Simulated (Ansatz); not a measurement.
Harmonic frequencies (cm⁻¹) at PBE0-D4/def2-TZVP from Ansatz: 143, 153, 301, 357, 361, 404, 440, 515, 591, 639, 717, 887, 953, 1560, 2205, 2215, 3611, 3704.

Each molecule was computed in one conformer, which needn't be the lowest.

(1) Which molecule is it?
A. `[NH2][Al]1[SiH2][S]1`
B. `O=C(O)CS`
C. `B[CH](Cl)[GaH2]`
D. `B[C](=C)[AlH][F]`

Answers

(1) A.
